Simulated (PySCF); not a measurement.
# Telling isomers of C₇H₅FO₂ apart by NMR

[PySCF: structure optimised with GFN2-xTB; PBE0/pcSseg-1 with gauge-including orbitals; isolated molecule; one averaged value for each set of equivalent atoms; relativity neglected; single conformer]

Chemical shifts δ = σref − σ; TMS for ¹H (σref 31.72), ¹³C (σref 186.93), all at this level. Splittings of carbon signals by F and P are missing where no couplings were computed. Where no couplings were computed, multiplicities follow the n + 1 count of equivalent neighbours, and m marks all less simple cases (inequivalent or close neighbours, rings, F or P nearby). Shifts are as computed. Against solution values, carbons near 30 ppm lie about +3 ppm off and those near 130 ppm about +5 ppm. Of 1211 compounds with measured shifts, 218 miss one by over three times the rms of a fit or turn the order of signals round; such compounds aren't used in these exercises.

(1) Tabulate the signals of `CC1=C(F)C(=O)C(=O)C=C1`, `C#CC1=COC(CF)=CO1` and their relative energies.

(2) What is the quickest way to tell CC1=C(F)C(=O)C(=O)C=C1 from C#CC1=COC(CF)=CO1?

Answers

(1) 
```json
{"SMILES": "CC1=C(F)C(=O)C(=O)C=C1", "carbon types": "4×C 2×CH 1×CH3", "δC": "183.4, 177.4, 160.1, 147.7, 133.6, 131.6, 15.8", "δH": "6.86 (m, 1H), 6.09 (d, 1H), 2.12 (s, 3H)", "E rel. (kcal/mol)": "0.0"}
{"SMILES": "C#CC1=COC(CF)=CO1", "carbon types": "3×C 3×CH 1×CH2", "δC": "143.2, 138.2, 130.0, 129.3, 93.2, 81.6, 79.6", "δH": "6.09 (s, 1H), 5.84 (m, 1H), 4.98 (m, 2H), 2.86 (s, 1H)", "E rel. (kcal/mol)": "66.7"}
```

Energies are electronic energies at PBE0/pcSseg-1 on these geometries, without zero-point or thermal terms, each for the one conformer computed, which needn't be the lowest.

(2) Both give the same number of carbon signals, but DEPT or the intensities differ. The first has an allylic methyl carbon (CH3) at 15.8 ppm, the second an allylic sp3 CH2 bonded to F at 81.6 ppm. Their most deshielded carbons lie at 183.4 and 143.2 ppm. In the proton spectra the most deshielded non-exchanging signals are 6.86 (m, 1H) and 6.09 (s, 1H).
